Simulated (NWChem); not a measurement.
# GaHBrCl; SMILES [Cl][GaH][Br]

```xyz
4

Ga    -0.6401    -0.5017     0.0000
H     -2.1734    -0.7202     0.0000
Cl     0.7243    -2.1491     0.0000
Br     0.3090     1.5671     0.0000
```
Atoms are numbered in this order, from 1.

Program: NWChem. Pople sets run with spherical d functions. STO-3G and 3-21G are far too small for this property and stand as cheap habits. The geometry was optimised at PBE0/def2-SVP. B3LYP is NWChem's, with the RPA form of VWN correlation. GIAO values for the isolated, static molecule; σ is the absolute isotropic shielding, δ = σ(reference) − σ with the isolated reference molecule computed at the same levels (1H: tetramethylsilane). Spin-orbit effects, on the heavy nuclei and on their neighbours, are missing.

| level | σ Ga1 (ppm) | δ H2 (ppm) | σ Cl3 (ppm) | σ Br4 (ppm) | relative time |
|---|---|---|---|---|---|
| Hartree-Fock/STO-3G | 1588.8 | 3.39 | 1191.0 | 3140.4 | 1 |
| B3LYP/6-311G** | 1275.8 | 6.84 | 765.6 | 2311.3 | 6 |
| KT2/pcSseg-1 | 1277.1 | 6.59 | 748.6 | 2273.1 | 3 |

The last column is a rough cost ratio, cheapest run = 1.
